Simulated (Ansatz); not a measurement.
Reaction (redistribution): `[SiH3][Se][GaH2]` + `N[SiH2]C(F)F` → `N[SiH2][Se][SiH3]` + `F[CH](F)[GaH2]`

Calculated with Ansatz (gas phase, PBE0-D4/def2-TZVP geometries, no zero-point term in ΔE). CCSD(T)/CBS is the MP2 limit (def2-TZVPP, def2-QZVPP) plus CCSD(T) − MP2 in def2-TZVPP, frozen cores. Functionals use def2-TZVPP. For Ga, Se outer-core shells are correlated without core-valence functions, which leaves a few kJ/mol of doubt a bond. Scalar relativity is left out up to krypton. Each species was taken in one conformer, which may not be the lowest.

Problem. Is it downhill or uphill in electronic energy at CCSD(T)/CBS, and by how much? (Estimate.)

Solution. Ansatz gave: Uphill: ΔE = +60.5 kJ/mol.

Problem. What do these levels give: PBE-D4, PBE0-D4, PBE0, MP2/def2-TZVPP, HF/def2-QZVPP, HF/CBS(def2)? (Best estimate.)

Solution. The calculation gave: PBE-D4 54.0, PBE0-D4 58.3, PBE0 59.8, MP2/def2-TZVPP 60.2, HF/def2-QZVPP 73.6, HF/CBS(def2) 73.5 kJ/mol.

Largest T1 diagnostic among the species: 0.013.

In def2-TZVPP, CCSD(T) changes the Hartree–Fock value by −12.4 kJ/mol (the triples alone add −1.5 kJ/mol) and MP2 by −14.0 kJ/mol. From PBE to PBE0 (25 % exact exchange), in def2-TZVPP and without D4, ΔE moves by +4.3 kJ/mol.
